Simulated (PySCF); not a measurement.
Isomers C$_{6}$H$_{11}$NO$_{2}$Si:

A. SMILES CC(C)O[C@@]([SiH3])(C#N)C=O
B. `CO[Si@H](O)n1cccc1C`
C. `CN(C)[Si@@H](O)c1ccoc1`

Spectrum 1. ¹H NMR (300 MHz, computed): δ 6.42 (m, 1H), 6.33 (m, 1H), 6.24 (m, 1H), 5.27 (s, 1H), 4.08 (s, 3H), 2.39 (s, 3H), 2.10 (br s, 1H). ¹³C{¹H} NMR (computed): δ 135.8 (C), 122.3 (CH), 116.3 (CH), 116.2 (CH), 51.7 (CH3), 15.7 (CH3).

Spectrum 2. ¹H NMR (300 MHz, computed): δ 7.56 (m, 1H), 7.47 (m, 1H), 6.89 (m, 1H), 5.38 (s, 1H), 2.62 (s, 6H), 1.56 (br s, 1H). ¹³C{¹H} NMR (computed): δ 152.2 (CH), 146.7 (CH), 122.4 (C), 120.7 (CH), 37.6 (CH3).

Spectrum 3. ¹H NMR (300 MHz, computed): δ 10.14 (s, 1H), 4.09 (s, 3H), 3.84 (m, 1H), 1.56 (d, 3H), 1.44 (d, 3H). ¹³C{¹H} NMR (computed): δ 205.7 (CH), 120.7 (C), 81.6 (CH), 73.9 (C), 27.4 (CH3), 24.5 (CH3).

How the numbers were obtained: structure optimised with GFN2-xTB, PBE0/pcSseg-1 with gauge-including orbitals, in PySCF (one averaged value for each set of equivalent atoms, single conformer, non-relativistic Hamiltonian, no solvent model).

δ = σ(ref) − σ, references computed at the same level: ¹H, ¹³C against TMS. Where no couplings were computed, multiplicities follow the n + 1 count of equivalent neighbours, and m marks all less simple cases (inequivalent or close neighbours, rings, F or P nearby). Shifts are as computed. Against solution values, carbons near 30 ppm lie about +3 ppm off and those near 130 ppm about +5 ppm. Of 1309 compounds with measured shifts, 239 miss one by over three times the rms of a fit or turn the order of signals round; such compounds aren't used in these exercises. OH and NH positions are gas-phase values without hydrogen bonding to other molecules.

Problem. Match each spectrum to its structure.

Solution. 1–B, 2–C, 3–A.

- Spectrum 1 (B): 6 ¹³C signals; δC 51.7 is a methyl carbon bonded to O; δC 15.7 is a methyl carbon on an aromatic ring.
- Spectrum 2 (C): 5 ¹³C signals; δC 37.6 is a methyl carbon bonded to N; δH 7.56 is the hydrogen on an aromatic CH next to the ring oxygen.
- Spectrum 3 (A): 6 ¹³C signals; δC 205.7 is an aldehyde carbonyl carbon; δC 120.7 is a nitrile carbon.
